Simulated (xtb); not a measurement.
CH2I (SMILES [CH2]I), doublet, geometry from GFN2-xTB; GFN1-xTB run with xtb.

The xtb input:
```
$ xtb mol.xyz --gfn 1 --uhf 1 --opt --json

# file mol.xyz
4

C     -1.76238477    -0.01833772     0.07881161
I      0.28516808     0.00308136    -0.00770438
H     -2.28046389     0.90745591    -0.05339585
H     -2.25913562    -0.96074191    -0.01114158
```

What the program printed (banner, timings and long lists left out):

```
   ID    Z sym.   atoms
    1    6 C      1
    2   53 I      2
    3    1 H      3, 4

           -------------------------------------------------
          |                Calculation Setup                |
           -------------------------------------------------

           -------------------------------------------------
          |                 G F N 1 - x T B                 |
           -------------------------------------------------

          ...................................................
          :                      SETUP                      :
          :.................................................:
          :  # basis functions                  18          :
          :  # atomic orbitals                  17          :
          :  # shells                            9          :
          :  # electrons                        13          :
          :  # halogen bonds                     0          :
          :  max. iterations                   250          :
          :  Hamiltonian                  GFN1-xTB          :
          :  restarted?                      false          :
          :  GBSA solvation                  false          :
          :  PC potential                    false          :
          :  electronic temp.          300.0000000     K    :
          :  accuracy                    1.0000000          :
          :  -> integral cutoff          0.2500000E+02      :
          :  -> integral neglect         0.1000000E-07      :
          :  -> SCF convergence          0.1000000E-05 Eh   :
          :  -> wf. convergence          0.2000000E-04 e    :
          :  Broyden damping             0.4000000          :
          :  net charge                          0          :
          :  unpaired electrons                  1          :
          ...................................................

 iter      E             dE          RMSdq      gap      omega  full diag
   1     -7.0384846 -0.703848E+01  0.879E+00    3.56       0.0  T
   2     -7.0704751 -0.319905E-01  0.397E+00    2.63       1.0  T
   3     -7.0869160 -0.164409E-01  0.337E+00    3.46       1.0  T
   4     -7.1003203 -0.134044E-01  0.338E-01    3.23       1.0  T
   5     -7.1004683 -0.147980E-03  0.456E-02    3.19       1.1  T
   6     -7.1004740 -0.564279E-05  0.132E-02    3.20       3.8  T
   7     -7.1004741 -0.128572E-06  0.131E-03    3.20      38.1  T
   8     -7.1004741 -0.503973E-08  0.374E-05    3.20    1338.6  T
[...]
         :: total energy              -7.048791267530 Eh    ::
 * total energy  :    -7.0487913 Eh     change        0.5329071E-14 Eh
 * total energy  :    -7.0487399 Eh     change        0.5138171E-04 Eh
 * total energy  :    -7.0493307 Eh     change       -0.5907933E-03 Eh
 * total energy  :    -7.0493650 Eh     change       -0.3435584E-04 Eh
 * total energy  :    -7.0493657 Eh     change       -0.6425963E-06 Eh
 * total energy  :    -7.0493704 Eh     change       -0.4736766E-05 Eh
   *** GEOMETRY OPTIMIZATION CONVERGED AFTER 6 ITERATIONS ***
         :: total energy              -7.049370414319 Eh    ::
[...]
         5        2.0000           -0.4504204             -12.2566
         6        2.0000           -0.4228067             -11.5052
         7        1.0000           -0.3437574              -9.3541 (HOMO)
         8                         -0.2295769              -6.2471 (LUMO)
         9                         -0.0979190              -2.6645
        10                         -0.0833170              -2.2672
        11                         -0.0810946              -2.2067
        12                         -0.0802293              -2.1832
        13                         -0.0332959              -0.9060
        14                         -0.0308786              -0.8402
        15                          0.3139332               8.5426
        16                          0.3450847               9.3902
        17                          0.3875725              10.5464
      -------------------------------------------------------------
                  HL-Gap            0.1141805 Eh            3.1070 eV
             Fermi-level           -0.3349746 Eh           -9.1151 eV

  Mulliken/CM5 charges         n(s)   n(p)   n(d)
     1C    -0.09132 -0.21671   1.052  3.039  0.000
     2I     0.02888  0.05124   1.989  4.922  0.060
     3H     0.03122  0.08273   0.969  0.000  0.000
     4H     0.03122  0.08273   0.969  0.000  0.000

Wiberg/Mayer (AO) data.
largest (>0.10) Wiberg bond orders for each atom

 ---------------------------------------------------------------------------
     #   Z sym  total        # sym  WBO       # sym  WBO       # sym  WBO
 ---------------------------------------------------------------------------
     1   6 C    3.397 --     2 I    1.406     4 H    0.996     3 H    0.996
     2  53 I    1.424 --     1 C    1.406
     3   1 H    1.010 --     1 C    0.996
     4   1 H    1.010 --     1 C    0.996
 ---------------------------------------------------------------------------

Topologies differ in total number of bonds
Writing topology from bond orders to xtbtopo.mol

 dipole moment from electron density (au)
     X       Y       Z
   0.1489   0.0016  -0.0031  total (Debye):    0.379

optimized geometry written to: xtbopt.xyz

           -------------------------------------------------
          | TOTAL ENERGY               -7.049370414319 Eh   |
          | GRADIENT NORM               0.000314818444 Eh/α |
          | HOMO-LUMO GAP               3.107008799222 eV   |
           -------------------------------------------------
```
